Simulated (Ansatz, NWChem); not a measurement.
# CH3Cl3Si (methyltrichlorosilane): the HOMO–LUMO gap, rung by rung

CH3Cl3Si has 8 atoms, charge 0, and is taken as a singlet. As SMILES, `C[Si](Cl)(Cl)Cl`. The coordinates come from a PBE0-D4/def2-TZVP relaxation.

Quantity: the HOMO–LUMO gap, in eV. The values are calculated.

| level | kind | program | value (eV) |
| --- | --- | --- | --- |
| HF/cc-pVDZ | Hartree–Fock | Ansatz | 16.90 |
| r2SCAN/cc-pVDZ | meta-GGA | Ansatz | 7.83 |
| B3LYP/cc-pVDZ | global hybrid | Ansatz | 8.95 |
| M06-2X/cc-pVDZ | hybrid meta-GGA | NWChem | 11.75 |
| CAM-B3LYP/cc-pVDZ | range-separated hybrid | Ansatz | 12.02 |
| wB97M-V/cc-pVDZ | range-separated hybrid | Ansatz | 13.83 |
| wB97X/cc-pVDZ | range-separated hybrid | Ansatz | 14.18 |
| PBE-QIDH/cc-pVDZ | double hybrid | Ansatz | 13.92 |

The values span 7.83 to 16.90 eV. Orbital gaps aren't excitation energies, and those of double hybrids come from the SCF part alone; they tend to grow with the share of exact exchange.
